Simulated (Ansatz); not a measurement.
Computed with Ansatz on PBE0-D4/def2-TZVP structures; ΔE is electronic, products minus reactants. CBS: MP2 limit from def2 TZ/QZ plus the TZ coupled-cluster correction, frozen cores. This one scheme is used for every species. Functionals use def2-TZVPP. def2 core potentials past Kr. For Zr outer-core shells are correlated without core-valence functions, which leaves a few kJ/mol of doubt a bond. One conformer a species, not always the lowest.

Consider the formal hydrolysis of a Zr–C bond: `C#[C][Zr]([OH])([OH])[Cl]` + H₂O → `[OH][Zr]([OH])([OH])[Cl]` + `C#C`.

**Question.** Is it downhill or uphill in electronic energy at CCSD(T)/CBS, and by how much? (An estimate is asked.)

**Answer.** The calculation gave: Downhill: ΔE = -94.7 kJ/mol.

**Question.** What do these levels give: PBE-D4, ωB97M-V, PBE, PBE0, CCSD(T)/def2-TZVPP, MP2/CBS(def2)? (An estimate is asked.)

**Answer.** Computed: PBE-D4 -92.8, ωB97M-V -100.7, PBE -94.7, PBE0 -95.6, CCSD(T)/def2-TZVPP -90.8, MP2/CBS(def2) -94.8 kJ/mol.

Largest T1 diagnostic among the species: 0.017.

Leaving LDA and LC-ωPBE aside and taking each functional with its dispersion term where it has one, the values, not all of them listed here, spread over 18.3 kJ/mol, from CAM-B3LYP-D4 to revPBE-D4. LDA lies −8.4 kJ/mol from PBE without D4. From BLYP to BHLYP (50 % exact exchange), in def2-TZVPP and without D4, ΔE moves by −3.7 kJ/mol.
